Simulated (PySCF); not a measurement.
H3Al, singlet, geometry from GFN2-xTB (such geometries of metal compounds can be far from the true shape); DF-B3LYP/6-311G** (PySCF).

The PySCF input:
```python
from pyscf import gto, scf, dft

mol = gto.M(
    atom='''
Al   -0.000000   -0.000000   -0.000000
H     0.642794   -0.455149    1.338556
H    -0.275758    1.506779   -0.256226
H    -0.367036   -1.051629   -1.082329
''',
    basis='6-311g**',
    charge=0,
    spin=0,
    verbose=4,
)

mf = dft.RKS(mol)
mf.xc = 'b3lyp'
mf = mf.density_fit(auxbasis='def2-universal-jkfit')
mf.kernel()
```

Question: What does PySCF print? Leave out banner, timings and long lists.

Answer: 
```
PySCF version 2.14.0

[INPUT] verbose = 4
[INPUT] num. atoms = 4
[INPUT] num. electrons = 16
[INPUT] charge = 0
[INPUT] spin (= nelec alpha-beta = 2S) = 0
[INPUT] symmetry False subgroup None
[INPUT] Mole.unit = angstrom
[INPUT] Symbol           X                Y                Z      unit          X                Y                Z       unit  Magmom
[INPUT]  1 Al     0.000000000000   0.000000000000   0.000000000000 AA    0.000000000000   0.000000000000   0.000000000000 Bohr   0.0
[INPUT]  2 H      0.642794000000  -0.455149000000   1.338556000000 AA    1.214704614514  -0.860106955870   2.529504242393 Bohr   0.0
[INPUT]  3 H     -0.275758000000   1.506779000000  -0.256226000000 AA   -0.521107096658   2.847399640246  -0.484196965993 Bohr   0.0
[INPUT]  4 H     -0.367036000000  -1.051629000000  -1.082329000000 AA   -0.693597517856  -1.987290794650  -2.045305386674 Bohr   0.0

nuclear repulsion = 13.8784792958877
number of shells = 24
number of NR pGTOs = 69
number of NR cGTOs = 44
basis = 6-311g**
ecp = {}

******** <class 'pyscf.df.df_jk.DFRKS'> ********
method = DFRKS
initial guess = minao
damping factor = 0
level_shift factor = 0
DIIS = <class 'pyscf.scf.diis.CDIIS'>
diis_start_cycle = 1
diis_space = 8
diis_damp = 0
SCF conv_tol = 1e-09
SCF conv_tol_grad = None
SCF max_cycles = 50
direct_scf = False
XC library pyscf.dft.libxc version 7.1.2
    S. Lehtola, C. Steigemann, M. J. T. Oliveira, and M. A. L. Marques,  SoftwareX 7, 1–5 (2018)
XC functionals = b3lyp
    P. J. Stephens, F. J. Devlin, C. F. Chabalowski, and M. J. Frisch,  J. Phys. Chem. 98, 11623 (1994)
radial grids:
    Treutler-Ahlrichs [JCP 102, 346 (1995); DOI:10.1063/1.469408] (M4) radial grids

becke partition: Becke, JCP 88, 2547 (1988); DOI:10.1063/1.454033
pruning grids: <function nwchem_prune>
grids dens level: 3
symmetrized grids: False
atomic radii adjust function: <function treutler_atomic_radii_adjust>
small_rho_cutoff = 0
Set gradient conv threshold to 3.16228e-05
Initial guess from minao.
tot grids = 48608
******** <class 'pyscf.df.df.DF'> ********
auxbasis = def2-universal-jkfit
init E= -243.978838233613
  HOMO = -0.333105985896353  LUMO = -0.0906259395173768  gap/eV = 6.59822
cycle= 1 E= -244.220490378945  delta_E= -0.242  |g|= 0.163  |ddm|= 1.38
  HOMO = -0.299217576982593  LUMO = -0.0745467038325103  gap/eV = 6.11361
cycle= 2 E= -244.226997514318  delta_E= -0.00651  |g|= 0.0758  |ddm|= 0.205
  HOMO = -0.307519763821554  LUMO = -0.0714341704332299  gap/eV = 6.42422
cycle= 3 E= -244.228046001494  delta_E= -0.00105  |g|= 0.0121  |ddm|= 0.064
  HOMO = -0.310071075870532  LUMO = -0.0726070246496758  gap/eV = 6.46173
cycle= 4 E= -244.228058826678  delta_E= -1.28e-05  |g|= 0.00103  |ddm|= 0.00663
  HOMO = -0.309878153300819  LUMO = -0.0726470503112587  gap/eV = 6.45539
cycle= 5 E= -244.228059207802  delta_E= -3.81e-07  |g|= 0.000113  |ddm|= 0.00122
  HOMO = -0.309831980016843  LUMO = -0.0726097057455357  gap/eV = 6.45515
cycle= 6 E= -244.228059212009  delta_E= -4.21e-09  |g|= 1.21e-05  |ddm|= 0.000197
  HOMO = -0.309835927806979  LUMO = -0.0726134466052752  gap/eV = 6.45515
cycle= 7 E= -244.228059212075  delta_E= -6.54e-11  |g|= 1.7e-07  |ddm|= 1.95e-05
  HOMO = -0.309835854869364  LUMO = -0.0726133866231649  gap/eV = 6.45515
Extra cycle  E= -244.228059212075  delta_E= 5.68e-14  |g|= 3.33e-08  |ddm|= 4.57e-07
converged SCF energy = -244.228059212075
```
